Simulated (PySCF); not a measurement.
GeOF2, SMILES [O]=[Ge]([F])[F].

Geometry: B3LYP-D3(BJ)/def2-SVP.

Two levels are set side by side: PBE/def2-TZVPD (PySCF) and ωB97X/def2-TZVPD (PySCF). Same geometry, gas phase. Differences are taken from unrounded values.

```json
[
 {"quantity": "orbital gap (eV)", "PBE": "3.63"},
 {"quantity": "highest occupied level (eV)", "PBE": "-7.83"},
 {"quantity": "lowest empty level (eV)", "PBE": "-4.20"},
 {"quantity": "dipole moment (D)", "PBE": "1.34"},
 {"quantity": "mean polarisability (bohr³)", "PBE": "33.8"}
]
```

Problem. These are the PBE values. What does ωB97X give? (Estimate from the structure and the level; the computed values follow.)

Solution. 
```json
[
 {"quantity": "orbital gap (eV)", "ωB97X": "10.85", "PBE minus ωB97X": "-7.22"},
 {"quantity": "highest occupied level (eV)", "ωB97X": "-11.97", "PBE minus ωB97X": "4.14"},
 {"quantity": "lowest empty level (eV)", "ωB97X": "-1.12", "PBE minus ωB97X": "-3.08"},
 {"quantity": "dipole moment (D)", "ωB97X": "1.60", "PBE minus ωB97X": "-0.26"},
 {"quantity": "mean polarisability (bohr³)", "ωB97X": "31.6", "PBE minus ωB97X": "2.2"}
]
```

Without exact exchange PBE keeps part of each electron's self-repulsion, which lifts occupied levels and narrows the gap. Loosely held outer electrons make PBE densities more polarisable. Differences between two approximate levels are no errors against the true value.

Rough cost on one machine, each run with all the roots and properties that it gave: ωB97X against PBE within a factor of 2.
